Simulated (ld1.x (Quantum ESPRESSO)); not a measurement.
**An all-electron radial function and its pseudo partner (Mn (Z = 25))**

Columns: radius, all-electron u(r) and pseudo u(r) of the 3p shell (level -90.24 eV) of manganese in the configuration [Ne] 3s2 3p6 3d4 4s0 4p0; LDA (PZ), scalar-relativistic, ultrasoft scheme, ld1.x (Quantum ESPRESSO) 7.5.

```tsv
r (bohr)	all-electron	pseudo
0.078	0.4142	-0.0236
0.155	0.5991	-0.0908
0.232	0.3955	-0.1951
0.310	0.0133	-0.3286
0.388	-0.3800	-0.4772
0.465	-0.7001	-0.6253
0.542	-0.9282	-0.7620
0.620	-1.0687	-0.8776
0.698	-1.1332	-0.9618
0.775	-1.1405	-1.0097
0.852	-1.1082	-1.0220
0.930	-1.0490	-1.0011
1.008	-0.9740	-0.9527
1.085	-0.8921	-0.8855
1.162	-0.8078	-0.8073
1.240	-0.7238	-0.7244
1.318	-0.6435	-0.6437
1.395	-0.5693	-0.5693
1.472	-0.5011	-0.5011
1.550	-0.4382	-0.4382
1.628	-0.3817	-0.3817
1.705	-0.3318	-0.3318
1.782	-0.2876	-0.2876
1.860	-0.2481	-0.2481
1.938	-0.2135	-0.2135
2.015	-0.1836	-0.1836
```

(1) How many radial nodes do the two functions have?

(2) At about which radius was the pseudo-wave matched?

(3) Is the pseudo-wave norm-conserving?

Answers

(1) The all-electron 3p function has n − l − 1 = 1; the pseudo-wave has 0, since the states of the same l below it are removed with the core.

(2) 1.40 bohr. The columns agree to 0.0005 from 1.32 bohr on; several derivatives are matched, so the curves merge somewhat inside the radius.

(3) No, it belongs to an ultrasoft set: the norm inside the radius is not constrained, and the difference is carried by the augmentation charge.
